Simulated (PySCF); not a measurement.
# Radial density of Cr (chromium, neutral)

wB97X, [Ar] 3d6, high-spin 5D determinant (an excited configuration). All numbers are calculated (PySCF 2.14, no relativity, point nucleus, in def2-TZVPPD).

```tsv
r (bohr)	4πr²ρ (e/bohr)	4πr²(ρα − ρβ)
0.000898	0.09018	0.0000
0.00151	0.2485	0.0000
0.00254	0.6675	0.0000
0.00427	1.740	0.0000
0.00719	4.278	0.0000
0.0121	9.583	0.0000
0.0203	18.30	0.0001
0.0342	27.00	0.0003
0.0575	27.19	0.0014
0.0968	21.76	0.0090
0.163	28.64	0.0706
0.274	26.51	0.4116
0.460	10.63	1.5389
0.775	13.52	2.7366
1.30	6.961	2.0820
2.19	1.444	0.7706
3.69	0.3496	0.1298
6.20	0.05066	-0.0129
10.4	0.0006635	-0.0003
```

Task: Where is the radial spin density 4πr²(ρα − ρβ) most negative, and why is it negative at all?

Result: Around r = 6.20 bohr, down to -0.0129 e/bohr: exchange with the open shell polarises the paired shells in an unrestricted calculation.
